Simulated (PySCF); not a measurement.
CH12N2Si3, SMILES N[SiH2]C(N)([SiH3])[SiH3]. Atoms are numbered in the order given.

```xyz
18

N      2.5916     0.1027    -0.3464
Si     1.2113     0.9503     0.2740
C     -0.3038    -0.1874     0.2703
N     -0.2522    -1.2076     1.3428
Si    -1.9114     0.7856     0.4976
Si    -0.3983    -1.1033    -1.3881
H      3.2488     0.5877    -0.9450
H      3.0530    -0.6307     0.1783
H      1.3735     1.3987     1.7011
H      1.0420     2.1478    -0.6052
H      0.5449    -1.8324     1.2259
H     -0.1533    -0.7736     2.2607
H     -2.0553     1.8130    -0.5802
H     -1.8765     1.4903     1.8201
H     -3.0919    -0.1280     0.4813
H      0.6259    -2.1920    -1.4076
H     -1.7453    -1.7244    -1.5813
H     -0.1410    -0.1538    -2.5132
```

Coordinates come from a PBE0-D3(BJ)/def2-SVP optimisation. A frequency run showed that this geometry is not a minimum. The structure was generated by enumeration, and PubChem lists no compound with its InChIKey, so it may never have been made. Other conformers were not sampled.

All values below come from SMD-M06-2X/def2-SVP (PySCF).

Solvation free energies are E(SMD) − E(gas) at the gas-phase geometry, for 1 M in both phases. In vacuum the dipole moment is 2.76 D.

Q: Estimate the solvation free energies in water, 1-octanol, diethylether. (An estimate is asked for; the answer gives what the named calculation found.)

A: 
```json
[
 {"solvent": "water", "ΔG(solv) (kcal/mol)": "0.0", "its non-electrostatic (CDS) part": "6.7", "dipole (D)": "3.64"},
 {"solvent": "1-octanol", "ΔG(solv) (kcal/mol)": "-3.7", "its non-electrostatic (CDS) part": "2.0", "dipole (D)": "3.49"},
 {"solvent": "diethylether", "ΔG(solv) (kcal/mol)": "-3.5", "its non-electrostatic (CDS) part": "0.9", "dipole (D)": "3.31"}
]
```
